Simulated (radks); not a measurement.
Results of a calculation; reference values are marked as such.
Fractional charge and spin in the 6s shell of gadolinium: the spin-up occupation runs from 0 to 1 and the spin-down occupation from 0 to 1; the fullest corner is Gd, [Xe] 4f(up 3.5, down 3.5) 5d(up 0.5, down 0.5) 6s(up 1, down 1). Code: a radial shooting solver on a logarithmic mesh with Libxc functionals. Model: scalar-relativistic Kohn-Sham, PBE, spin-polarised, spherical densities, point nucleus. Energy (eV) minus the two flat planes that join the four corners (they meet along the diagonal where the two added fractions sum to one electron); zero is where a piecewise linear energy would lie.

down \ up,0,0.25,0.5,0.75,1
0,0.000,-0.512,-0.677,-0.504,0.000
0.25,-0.512,-0.629,-0.411,0.135,-0.452
0.5,-0.677,-0.411,0.181,-0.364,-0.596
0.75,-0.504,0.135,-0.364,-0.554,-0.443
1,0.000,-0.452,-0.596,-0.443,0.000

Corners above the fullest one (they belong to Gd+ and the next ion): (up 1, down 0) 6.465 eV, (up 0, down 1) 6.465 eV, (up 0, down 0) 18.745 eV. With half an added electron in each spin the energy lies 0.181 eV from the planes, and with half an added electron in spin up alone -0.677 eV. The planes are only a guide here: the flat-plane condition holds for ground states with one frontier orbital, while this shell lies below other occupied shells, so the corners above the fullest one are inner-hole states and not the ground states of those ions.
